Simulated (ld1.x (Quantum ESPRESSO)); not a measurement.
# What one change does to a pseudopotential (P (Z = 15), TM)

```
Element                 : P
Generator               : ld1.x (Quantum ESPRESSO) 7.5
Type                    : norm-conserving Troullier–Martins (Kleinman–Bylander form)
Functional              : Wu–Cohen
Relativity              : scalar-relativistic
Frozen core             : [Ne]
Valence charge          : 5
Reference configuration : 3s2 3p1 (charge +2)
Partial waves           : 3p (bound): rc 1.35 bohr; 3d channel at -0.05 Ry: rc 1.10 bohr; 3s (bound): rc 1.35 bohr
Local potential         : the s channel
Core correction         : a·sin(br)/r model core inside 0.75 bohr
```

Change: all radii but the core radius scaled by about 1.20 (s 1.62, p 1.62, d 1.32 bohr).

Cutoffs: the cutoffs (Ry, on a coarse ladder) from which the occupation-weighted sum of valence levels, in a spherical-Bessel basis at the reference potential, stays within 10 and 1 mRy of its value at 400 Ry; they do not see the model core or the augmentation charge, which bear on the density cutoff. Errors are all-electron minus pseudo energies relative to the spin-unpolarised reference configuration.

Predict the effect on cutoff, ghosts and configuration errors.

The potential gets softer (45 Ry and 90 Ry → 30 Ry and 50 Ry); of the 7 tests that both files solve, the error grows in 1 and shrinks in 1 by more than 15 % and 0.3 meV (median size 19.2 → 17.3 meV); neither file shows a bound ghost. A larger radius leaves more room for a smooth pseudo-wave, so fewer plane waves are needed.

```csv
quantity,base,changed
"cutoff, loose",45 Ry,30 Ry
"cutoff, tight",90 Ry,50 Ry
loose cutoff by channel (10 mRy a level),"p 35 Ry, s 18 Ry","p 8 Ry, s 18 Ry"
bound ghosts,none,none
"error for 3s2 3p3, meV [ΔE -28.85 eV]",+28,+30
"error for 3s2 3p2, meV [ΔE -19.14 eV]",+11,+12
"error for 3s2 3p0, meV [ΔE 29.76 eV]",+13,+17
"error for 3s2 3p2.5, meV [ΔE -25.08 eV]",+20,+21
"error for 3s0 3p5, meV [ΔE -11.67 eV]",+19,+14
"error for 3s1 3p3, meV [ΔE -10.03 eV]",+8.2,+8.0
"error for 3s1 3p4, meV [ΔE -20.32 eV]",+23,+24
```
